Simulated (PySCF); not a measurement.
Excitations are Tamm–Dancoff values on a coarser integration grid. The basis has no diffuse functions, so Rydberg states are missing or too high.

Z-matrix (Å, degrees):
```
C
C 1 1.3991
C 2 1.3940 1 119.02
H 3 1.0932 2 120.12 1 180.00
H 2 1.0943 3 120.79 4 -0.03
C 3 1.4008 4 120.29 2 -179.91
H 6 1.0941 3 119.70 4 -0.05
C 6 1.3964 7 119.57 3 -179.93
H 8 1.0947 6 119.27 7 -0.01
C 1 1.4049 2 122.66 5 -179.86
C 1 1.4925 2 120.44 5 0.26
F 11 1.3357 1 113.99 2 -59.60
F 11 1.3363 12 107.27 1 -127.12
F 11 1.3883 12 106.39 13 -113.40
B 10 1.5694 1 118.61 2 179.86
H 15 1.2079 10 119.98 1 -98.40
H 15 1.2080 16 118.57 10 166.20
```
Charge 0, multiplicity 1.

Q: Give the LUMO, S1 excitation (TDA), total energy, dipole moment, HOMO–LUMO gap, T1 excitation (TDA), HOMO and S1 oscillator strength at the level r2SCAN-D4/def2-TZVP // r2SCAN-D4/def2-SVP run with PySCF 2.14.0.

A: 
```json
{
  "LUMO": "-1.79 eV",
  "S1 excitation (TDA)": "5.22 eV",
  "total_energy": "-16181.95 eV",
  "dipole_moment": "2.35 D",
  "HOMO–LUMO gap": "4.86 eV",
  "T1 excitation (TDA)": "3.82 eV",
  "HOMO": "-6.65 eV",
  "S1 oscillator strength": "0.016"
}
```
